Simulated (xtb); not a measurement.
Mg(Br)(iPr) (C3H7BrMg), SMILES [CH]([Mg][Br])(C)C. All values are semi-empirical tight-binding results from xtb (GFN2-xTB unless named), good for trends rather than for accurate numbers. Geometry: GFN2-xTB. The values are those of a single conformer.

Optimised geometry:

Bonded distances (Å): Mg1–Br2 2.401, Mg1–C3 2.105, C3–C4 1.520, C3–C5 1.520, C3–H6 1.093, C4–H7 1.094, C4–H8 1.096, C4–H9 1.093, C5–H10 1.093, C5–H11 1.094, C5–H12 1.096. Bond angles (°): Br2–Mg1–C3 120.3, Mg1–C3–C4 106.8, Mg1–C3–C5 105.8, Mg1–C3–H6 115.3, C4–C3–C5 110.5, C4–C3–H6 109.1, C5–C3–H6 109.1, C3–C4–H7 110.6, C3–C4–H8 110.9, C3–C4–H9 111.3, H7–C4–H8 107.4, H7–C4–H9 107.9, H8–C4–H9 108.7, C3–C5–H10 111.3, C3–C5–H11 110.6, C3–C5–H12 110.9, H10–C5–H11 107.9, H10–C5–H12 108.7, H11–C5–H12 107.4.
Charge 0, spin multiplicity 1.

For metal compounds this method's bond lengths and energies can be far off.

| Item | Value |
|---|---|
| orbital gap | 2.48 eV |
| zero-point energy | 57.3 kcal/mol |
| G − E(el) at 298.15 K (modified RRHO) | 36.1 kcal/mol |

**Question.** Give the atomic charges and the Wiberg bond orders between heavy atoms. (An estimate is asked for; the answer gives what the named calculation found.)

**Answer.** charges (e) Mg1 0.43, Br2 -0.37, C3 -0.13, C4 -0.10, C5 -0.10, H6 0.03, H7 0.04, H8 0.05, H9 0.03, H10 0.03, H11 0.04, H12 0.06. Bond orders Mg1–Br2 0.90, Mg1–C3 0.78, C3–C4 1.03, C3–C5 1.03.
